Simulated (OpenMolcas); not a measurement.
## Ni2+: effect of the metal basis

Ni2+ with its 6 nearest fluoride ions at 2.053 Å, on the Cd site of idealised cubic KCdF3 (a = 4.302 Å, distance in the model lattice 2.151 Å). The rest of the host is ab initio model potentials to 7.6 Å and point charges beyond; the distance is set by hand and nothing relaxes.

```
Program             : OpenMolcas
Method              : CASSCF
Spin-orbit coupling : RASSI with atomic mean-field integrals over the reference wave functions
```

Fixed: ligand basis ANO-RCC-VDZP, active space 8 electrons in 5 orbitals (3d), DKH2 Hamiltonian.

States (labels of O, the rotations of Oh). Energies in cm-1 above the lowest state or level, χT in cm3 K/mol; 10Dq and B are least-squares fits to the states below 45000 cm-1, weighted by degeneracy, with a free offset, and given where the rms deviation is under 5 % of |10Dq| (or 100 cm-1) and under 700 cm-1.

```json
{"Run": "A", "Metal basis": "ANO-RCC-VDZP", "Ground state": "3A2", "First state of that spin": "3T2 5986", "10Dq": "5864", "B (rms of fit)": "1272 (63)", "First gap with spin-orbit (degeneracies)": "5711 (3, 2)", "χT at 300 K": "1.515", "First state of another spin": "1E 18427", "Cost": "roughly 16 core-seconds"}
{"Run": "B", "Metal basis": "ANO-RCC-VTZP", "Ground state": "3A2", "First state of that spin": "3T2 5841", "10Dq": "5681", "B (rms of fit)": "1291 (77)", "First gap with spin-orbit (degeneracies)": "5573 (3, 2)", "χT at 300 K": "1.521", "First state of another spin": "1E 18743", "Cost": "roughly 24 core-seconds"}
```

Against A, |10Dq| changes by -3.1 % in B.

Costs are those of the RASSCF and RASSI steps.

Without dynamic correlation the repulsion within the d shell is too large (B by tens of per cent), so at a given field states of lower spin stand too high. Ligand-to-metal charge-transfer states are missing. With no ligand orbital active B as a rule stays too high, so bands that hang on it stand too high and its fall with covalency is understated. With metal d orbitals alone and no dynamic correlation 10Dq can be off by a tenth to a fifth, either way, in oxide and fluoride hosts. No measured value stands beside these numbers; the geometry was set by hand and not optimised.
